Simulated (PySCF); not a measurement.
# Atomic charges against the basis set

Species: C3H5ClN2Si.
Atom-mapped SMILES: `[SiH3:1][n:2]1[cH:3][n:4][cH:5][c:6]1[Cl:7]` (hydrogens: H8, H9, H10 on Si1; H11 on C3; H12 on C5)

PBE0 throughout (PySCF), one geometry, spherical d and f functions. Geometry: PBE0-D3(BJ)/def2-SVP; no solvent, vibrations or thermal averaging. The first 7 of 10 kinds of atom are listed.

Mulliken charges (e):

```csv
basis,functions,Si1,N2,C3,N4,C5,C6,Cl7
STO-3G,48,+0.674,-0.338,+0.062,-0.253,-0.038,+0.052,-0.092
6-31G,81,+0.772,-0.827,+0.219,-0.411,-0.062,-0.070,+0.222
pcSseg-0,81,+0.711,-1.013,+0.369,-0.647,+0.063,-0.026,+0.149
6-31G*,116,+0.503,-0.544,+0.164,-0.398,-0.068,+0.051,+0.054
cc-pVDZ,131,+0.346,-0.318,+0.178,-0.230,+0.069,+0.015,-0.054
def2-SVP,131,+0.492,-0.405,+0.147,-0.198,-0.008,+0.125,-0.076
pcSseg-1,158,+0.646,-0.719,+0.304,-0.393,+0.058,+0.160,-0.075
aug-cc-pVDZ,214,-0.702,-0.179,+0.373,-0.439,+0.393,+0.332,-0.203
"6-311+G(2d,p)",235,+0.572,-0.201,+0.081,-0.341,-0.305,+0.029,-0.004
def2-TZVP,259,+0.182,-0.073,-0.029,-0.238,-0.120,+0.055,-0.074
cc-pVTZ,288,+0.193,-0.061,-0.045,-0.192,-0.095,+0.033,-0.093
IGLO-III,313,+0.816,-0.337,+0.154,-0.401,-0.058,+0.047,+0.044
```

IAO charges (e):

| basis | functions | Si1 | N2 | C3 | N4 | C5 | C6 | Cl7 |
| --- | --- | --- | --- | --- | --- | --- | --- | --- |
| STO-3G | 48 | +0.730 | -0.295 | -0.027 | -0.215 | -0.125 | -0.056 | +0.006 |
| 6-31G | 81 | +0.577 | -0.326 | +0.011 | -0.287 | -0.116 | -0.017 | +0.004 |
| pcSseg-0 | 81 | +0.575 | -0.338 | +0.030 | -0.292 | -0.110 | -0.025 | +0.009 |
| 6-31G* | 116 | +0.705 | -0.358 | +0.043 | -0.307 | -0.097 | -0.011 | +0.006 |
| cc-pVDZ | 131 | +0.694 | -0.352 | +0.037 | -0.303 | -0.104 | -0.007 | +0.007 |
| def2-SVP | 131 | +0.715 | -0.354 | +0.041 | -0.303 | -0.102 | -0.007 | +0.013 |
| pcSseg-1 | 158 | +0.718 | -0.363 | +0.041 | -0.311 | -0.102 | -0.013 | +0.011 |
| aug-cc-pVDZ | 214 | +0.697 | -0.352 | +0.037 | -0.318 | -0.106 | -0.006 | +0.007 |
| 6-311+G(2d,p) | 235 | +0.732 | -0.363 | +0.038 | -0.319 | -0.104 | -0.012 | +0.012 |
| def2-TZVP | 259 | +0.742 | -0.366 | +0.040 | -0.318 | -0.104 | -0.011 | +0.014 |
| cc-pVTZ | 288 | +0.727 | -0.363 | +0.039 | -0.315 | -0.105 | -0.009 | +0.010 |
| IGLO-III | 313 | +0.740 | -0.365 | +0.038 | -0.320 | -0.106 | -0.011 | +0.017 |

Which scheme is steadiest as the basis changes?

Largest range over the bases for any column: IAO 0.17 e, Mulliken 1.52 e. IAO charges move least and Mulliken charges most, counted in e. Without the minimal STO-3G basis the ranges are IAO 0.17, Mulliken 1.52 e.

How much do the charges still move between the two largest bases, cc-pVTZ and IGLO-III?

At most, over all atoms: Mulliken 0.623 e, IAO 0.013 e.

What do the same runs give for the total energy, the frontier levels and the dipole moment?

```csv
basis,energy (Eh),HOMO (eV),LUMO (eV),μ (D)
STO-3G,-964.8270,-4.82,3.25,3.80
6-31G,-975.8122,-6.71,0.18,3.42
pcSseg-0,-974.5790,-6.99,0.03,3.44
6-31G*,-975.9478,-6.52,0.19,2.92
cc-pVDZ,-976.0085,-6.57,0.23,2.87
def2-SVP,-975.5921,-6.65,0.13,2.97
pcSseg-1,-975.9335,-6.77,-0.03,3.08
aug-cc-pVDZ,-976.0243,-6.72,-0.31,2.98
"6-311+G(2d,p)",-976.0749,-6.72,-0.33,2.98
def2-TZVP,-976.0990,-6.70,-0.11,2.88
cc-pVTZ,-976.0993,-6.68,-0.01,2.84
IGLO-III,-976.0965,-6.68,-0.02,2.98
```

The dipole is fixed by the density alone, so its range of 0.96 D shows that the density itself changes with the basis, not only its division among atoms.
